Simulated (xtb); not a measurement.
O₂, charge +1, doublet, from a rough starting geometry (a state made from the parent by changing its charge; the spin is typed, not shown lowest); xtb 6.7.1 with GFN2-xTB.

Input for xtb:
```
$ xtb mol.xyz --gfn 2 --chrg 1 --uhf 1 --opt vtight --json

# file mol.xyz
2

O      0.05647299    -0.02769226    -0.59434339
O     -0.01106041     0.03494394     0.59838743
```

Task: Predict the main parts of the log of this xtb run.

Result: 
```
   ID    Z sym.   atoms
    1    8 O      1, 2

           -------------------------------------------------
          |                Calculation Setup                |
           -------------------------------------------------

           -------------------------------------------------
          |                 G F N 2 - x T B                 |
           -------------------------------------------------

          ...................................................
          :                      SETUP                      :
          :.................................................:
          :  # basis functions                   8          :
          :  # atomic orbitals                   8          :
          :  # shells                            4          :
          :  # electrons                        11          :
          :  max. iterations                   250          :
          :  Hamiltonian                  GFN2-xTB          :
          :  restarted?                      false          :
          :  GBSA solvation                  false          :
          :  PC potential                    false          :
          :  electronic temp.          300.0000000     K    :
          :  accuracy                    1.0000000          :
          :  -> integral cutoff          0.2500000E+02      :
          :  -> integral neglect         0.1000000E-07      :
          :  -> SCF convergence          0.1000000E-05 Eh   :
          :  -> wf. convergence          0.1000000E-03 e    :
          :  Broyden damping             0.4000000          :
          :  net charge                          1          :
          :  unpaired electrons                  1          :
          ...................................................

 iter      E             dE          RMSdq      gap      omega  full diag
   1     -7.2780677 -0.727807E+01  0.461E+00    0.00       0.0  T
   2     -7.2781132 -0.454819E-04  0.283E+00    0.00       1.0  T
   3     -7.2781415 -0.283148E-04  0.403E-02    0.00       1.8  T
   4     -7.2781415 -0.262267E-08  0.147E-02    0.00       4.8  T
   5     -7.2781415 -0.335496E-09  0.737E-07    0.00   95918.6  T
   6     -7.2781415 -0.159872E-13  0.307E-07    0.00  100000.0  T

   *** convergence criteria satisfied after 6 iterations ***

         :::::::::::::::::::::::::::::::::::::::::::::::::::::
         ::                     SUMMARY                     ::
         :::::::::::::::::::::::::::::::::::::::::::::::::::::
         :: total energy              -7.268736692410 Eh    ::
         :: gradient norm              0.220463060269 Eh/a0 ::
         :: HOMO-LUMO gap              0.000000000000 eV    ::
         ::.................................................::
         :: SCC energy                -7.278141546039 Eh    ::
         :: -> isotropic ES            0.202560301377 Eh    ::
         :: -> anisotropic ES         -0.000065182690 Eh    ::
         :: -> anisotropic XC         -0.003695987861 Eh    ::
         :: -> dispersion             -0.000126571433 Eh    ::
         :: repulsion energy           0.009404853630 Eh    ::
         :: add. restraining           0.000000000000 Eh    ::
         :: total charge               1.000000000000 e     ::
         :::::::::::::::::::::::::::::::::::::::::::::::::::::

      -----------------------------------------------------------
     |                   =====================                   |
     |                        A N C O P T                        |
     |                   =====================                   |
     |               Approximate Normal Coordinate               |
     |                Rational Function Optimizer                |
      -----------------------------------------------------------
      -----------------------------------------------------------
     |                   =====================                   |
     |                        A N C O P T                        |
     |                   =====================                   |
     |               Approximate Normal Coordinate               |
     |                Rational Function Optimizer                |
      -----------------------------------------------------------

          ...................................................
          :                      SETUP                      :
          :.................................................:
          :   optimization level         verytight          :
          :   max. optcycles                   200          :
          :   ANC micro-cycles                  20          :
          :   degrees of freedom                 1          :
          :.................................................:
          :   RF solver                   davidson          :
          :   write xtbopt.log                true          :
          :   linear (good luck)              true          :
          :   energy convergence         0.1000000E-06 Eh   :
          :   grad. convergence          0.2000000E-03 Eh/α :
          :   maxmium RF displ.          1.0000000          :
          :   Hlow (freq-cutoff)         0.1000000E-01      :
          :   Hmax (freq-cutoff)         5.0000000          :
          :   S6 in model hess.         20.0000000          :
          ...................................................

generating ANC from exact Hessian ...
Using Lindh-Hessian (1995)
 Shifting diagonal of input Hessian by    0.0000000000000000
 Lowest  eigenvalues of input Hessian
    0.000000    0.000000    0.000000    0.000000    0.000000    1.919874
 Highest eigenvalues
    0.000000    0.000000    0.000000    0.000000    0.000000    1.919874

........................................................................
.............................. CYCLE    1 ..............................
........................................................................

[...]
 * total energy  :    -7.2687367 Eh     change        0.5240253E-13 Eh
 * total energy  :    -7.2844636 Eh     change       -0.1572690E-01 Eh
 * total energy  :    -7.2847207 Eh     change       -0.2570818E-03 Eh
 * total energy  :    -7.2847769 Eh     change       -0.5626741E-04 Eh
 * total energy  :    -7.2847770 Eh     change       -0.9094387E-07 Eh
 * total energy  :    -7.2847771 Eh     change       -0.2607590E-07 Eh
   *** GEOMETRY OPTIMIZATION CONVERGED AFTER 6 ITERATIONS ***
[...]
 O  O  Rav=1.0991 sigma=0.0000  Rmin=1.0991  Rmax=1.0991     1

 selected bond angles (degree)
 --------------------

 selected dihedral angles (degree)
 ---------------------------------

           -------------------------------------------------
          |                Final Singlepoint                |
           -------------------------------------------------

          ...................................................
          :                      SETUP                      :
          :.................................................:
          :  # basis functions                   8          :
          :  # atomic orbitals                   8          :
          :  # shells                            4          :
          :  # electrons                        11          :
          :  max. iterations                   250          :
          :  Hamiltonian                  GFN2-xTB          :
          :  restarted?                      false          :
          :  GBSA solvation                  false          :
          :  PC potential                    false          :
          :  electronic temp.          300.0000000     K    :
          :  accuracy                    1.0000000          :
          :  -> integral cutoff          0.2500000E+02      :
          :  -> integral neglect         0.1000000E-07      :
          :  -> SCF convergence          0.1000000E-05 Eh   :
          :  -> wf. convergence          0.1000000E-03 e    :
          :  Broyden damping             0.4000000          :
          :  net charge                          1          :
          :  unpaired electrons                  1          :
          ...................................................

 iter      E             dE          RMSdq      gap      omega  full diag
   1     -7.3094089 -0.730941E+01  0.237E-09    0.00       0.0  T
   2     -7.3094089  0.444089E-14  0.146E-09    0.00  100000.0  T
   3     -7.3094089 -0.355271E-14  0.182E-13    0.00  100000.0  T

   *** convergence criteria satisfied after 3 iterations ***

         :::::::::::::::::::::::::::::::::::::::::::::::::::::
         ::                     SUMMARY                     ::
         :::::::::::::::::::::::::::::::::::::::::::::::::::::
         :: total energy              -7.284777057086 Eh    ::
         :: gradient norm              0.000000305809 Eh/a0 ::
         :: HOMO-LUMO gap              0.000000000000 eV    ::
         ::.................................................::
         :: SCC energy                -7.309408852891 Eh    ::
         :: -> isotropic ES            0.203298082063 Eh    ::
         :: -> anisotropic ES          0.004682560186 Eh    ::
         :: -> anisotropic XC         -0.005784143866 Eh    ::
         :: -> dispersion             -0.000126592895 Eh    ::
         :: repulsion energy           0.024631795805 Eh    ::
         :: add. restraining           0.000000000000 Eh    ::
         :: total charge               1.000000000000 e     ::
         :::::::::::::::::::::::::::::::::::::::::::::::::::::

           -------------------------------------------------
          |                Property Printout                |
           -------------------------------------------------

    * Orbital Energies and Occupations

         #    Occupation            Energy/Eh            Energy/eV
      -------------------------------------------------------------
         1        2.0000           -1.2785988             -34.7924
         2        2.0000           -1.1319875             -30.8029
         3        2.0000           -1.1085146             -30.1642
         4        2.0000           -1.1085146             -30.1642
         5        2.0000           -1.0176090             -27.6906
         6        0.5000           -0.7969686             -21.6866 (HOMO)
         7        0.5000           -0.7969686             -21.6866 (LUMO)
         8                          0.0778498               2.1184
      -------------------------------------------------------------
                  HL-Gap            0.0000000 Eh            0.0000 eV
             Fermi-level           -0.8521287 Eh          -23.1876 eV

     #   Z          covCN         q      C6AA      α(0)
     1   8 O        0.981     0.500     9.807     4.201
     2   8 O        0.981     0.500     9.807     4.201

 Mol. C6AA /au·bohr⁶  :         39.229366
 Mol. C8AA /au·bohr⁸  :        791.669975
 Mol. α(0) /au        :          8.401522

Wiberg/Mayer (AO) data.
largest (>0.10) Wiberg bond orders for each atom

 ---------------------------------------------------------------------------
     #   Z sym  total        # sym  WBO       # sym  WBO       # sym  WBO
 ---------------------------------------------------------------------------
     1   8 O    2.250 --     2 O    2.250
     2   8 O    2.250 --     1 O    2.250
 ---------------------------------------------------------------------------

Topologies differ in total number of bonds
Writing topology from bond orders to xtbtopo.mol

molecular dipole:
                 x           y           z       tot (Debye)
 q only:        0.043       0.007       0.004
   full:        0.043       0.007       0.004       0.111
molecular quadrupole (traceless):
                xx          xy          yy          xz          yz          zz
 q only:       -0.532      -0.004      -0.536      -0.091       0.084       1.068
  q+dip:       -0.078      -0.000      -0.081      -0.013       0.013       0.159
   full:        0.242       0.003       0.240       0.041      -0.038      -0.481

optimized geometry written to: xtbopt.xyz

           -------------------------------------------------
          | TOTAL ENERGY               -7.284777057086 Eh   |
          | GRADIENT NORM               0.000000305809 Eh/α |
          | HOMO-LUMO GAP               0.000000000000 eV   |
           -------------------------------------------------

normal termination of xtb
```
